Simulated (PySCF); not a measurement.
**How methods differ on the excitation energy of Sn**

Sn [Kr] 4d10 5s2 5p2 (3P) → Sn [Kr] 4d10 5s2 5p1 5d1 (high-spin determinant), as a difference of total energies. Computed with PySCF 2.14 in aug-cc-pVQZ-PP with ECP28MDF (7s7p5d3f2g, 92 functions), with scalar relativity through the core potential. Correlated levels: valence: 4s2 4p6 4d10 frozen. The calculations carry no spin-orbit coupling.

| method | excitation energy (eV) |
| --- | --- |
| UHF | 5.485 |
| LDA | 5.340 |
| PBE | 5.146 |
| PBE0 | 5.334 |
| r2SCAN | 5.509 |
| wB97X-V | 5.631 |
| wB97M-V | 5.662 |
| M06-2X | 5.415 |
| MP2 (valence) | 5.586 |
| SCS-MP2 (valence) | 5.569 |

Problem. How much does correlation contribute at MP2 (valence)?

Solution. 5.586 − (5.485) = 0.101 eV, measured against UHF.

The promoted electron is Rydberg-like, and one or two diffuse shells describe it only roughly, which tends to raise the upper state.

The determinant of the upper state mixes LS terms, which raises its energy above the lowest term, most at the Hartree-Fock and MP2 levels.
